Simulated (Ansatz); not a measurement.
Geometry optimisation, RKS PBE0/def2-mTZVP (Ansatz 0.2.0).

input.yaml

```yaml
crystal:
  periodic: [false, false, false]
  atoms:
    - { symbol: C, position_ang: [-0.53392, 1.25515, 0.35483] }
    - { symbol: S, position_ang: [-1.96621, 0.11882, 0.35483] }
    - { symbol: Cd, position_ang: [-0.59402, -1.78524, -0.22293] }
    - { symbol: S, position_ang: [1.77211, -1.40398, -0.64512] }
    - { symbol: H, position_ang: [-0.03904, 1.23384, -0.61856] }
    - { symbol: H, position_ang: [-0.93335, 2.24714, 0.53998] }
    - { symbol: H, position_ang: [0.15817, 0.98168, 1.15362] }
    - { symbol: H, position_ang: [2.13628, -2.64741, -0.91665] }
basis:
  gaussian: { orbitals: def2-mTZVP }
hamiltonian:
  xc: pbe0
relax:
  f_tol: 0.015
  max_steps: 40
```

Command:

```bash
$ ansatz run input.yaml --threads 2 --pin off --max-ram 3072MiB --backend cpu --events-out ev --progress --plain --runs-dir out
```

Task: Where does it end, and by what steps?

Result: The forces met the threshold. The force dipped under the threshold on the way, but the program's further checks kept it going. After 21 steps the energy has fallen by 0.749 eV; S4 moved furthest, 1.51 Å.

```json
{"step": "0", "energy less start (eV)": "0.0000", "largest force component (eV/Å)": "0.906", "accepted": "yes"}
{"step": "1", "energy less start (eV)": "-0.1840", "largest force component (eV/Å)": "0.453", "accepted": "yes"}
{"step": "2", "energy less start (eV)": "-0.3045", "largest force component (eV/Å)": "0.651", "accepted": "yes"}
{"step": "3", "energy less start (eV)": "-0.4295", "largest force component (eV/Å)": "0.713", "accepted": "yes"}
{"step": "4", "energy less start (eV)": "-0.5325", "largest force component (eV/Å)": "0.682", "accepted": "yes"}
{"step": "5", "energy less start (eV)": "-0.6126", "largest force component (eV/Å)": "0.384", "accepted": "yes"}
{"step": "6", "energy less start (eV)": "-0.6807", "largest force component (eV/Å)": "0.219", "accepted": "yes"}
{"step": "7", "energy less start (eV)": "-0.7042", "largest force component (eV/Å)": "0.206", "accepted": "yes"}
{"step": "8", "energy less start (eV)": "-0.7200", "largest force component (eV/Å)": "0.080", "accepted": "yes"}
{"step": "9", "energy less start (eV)": "-0.7270", "largest force component (eV/Å)": "0.039", "accepted": "yes"}
{"step": "10", "energy less start (eV)": "-0.7288", "largest force component (eV/Å)": "0.252", "accepted": "yes"}
{"step": "11", "energy less start (eV)": "-0.7314", "largest force component (eV/Å)": "0.283", "accepted": "yes"}
{"step": "12", "energy less start (eV)": "-0.7411", "largest force component (eV/Å)": "0.114", "accepted": "yes"}
{"step": "13", "energy less start (eV)": "-0.7467", "largest force component (eV/Å)": "0.040", "accepted": "yes"}
{"step": "14", "energy less start (eV)": "-0.7102", "largest force component (eV/Å)": "1.133", "accepted": "no"}
{"step": "15", "energy less start (eV)": "-0.7481", "largest force component (eV/Å)": "0.020", "accepted": "yes"}
{"step": "16", "energy less start (eV)": "-0.7475", "largest force component (eV/Å)": "0.196", "accepted": "no"}
{"step": "17", "energy less start (eV)": "-0.7467", "largest force component (eV/Å)": "0.081", "accepted": "no"}
{"step": "18", "energy less start (eV)": "-0.7484", "largest force component (eV/Å)": "0.007", "accepted": "yes"}
{"step": "19", "energy less start (eV)": "-0.7485", "largest force component (eV/Å)": "0.040", "accepted": "yes"}
{"step": "20", "energy less start (eV)": "-0.7486", "largest force component (eV/Å)": "0.038", "accepted": "yes"}
{"step": "21", "energy less start (eV)": "-0.7487", "largest force component (eV/Å)": "0.004", "accepted": "yes"}
```

```xyz
8
Properties=species:S:1:pos:R:3
C -0.801 1.557 0.525
S -1.602 0.015 -0.067
Cd 0.223 -1.309 -0.734
S 2.017 -2.660 -1.444
H -0.249 2.062 -0.266
H -1.608 2.213 0.850
H -0.145 1.378 1.375
H 2.165 -3.257 -0.238
```

Run time: 65 s on 2 threads of AMD EPYC 9R14 (Zen 4) (shared host), peak memory 0.26 GiB.
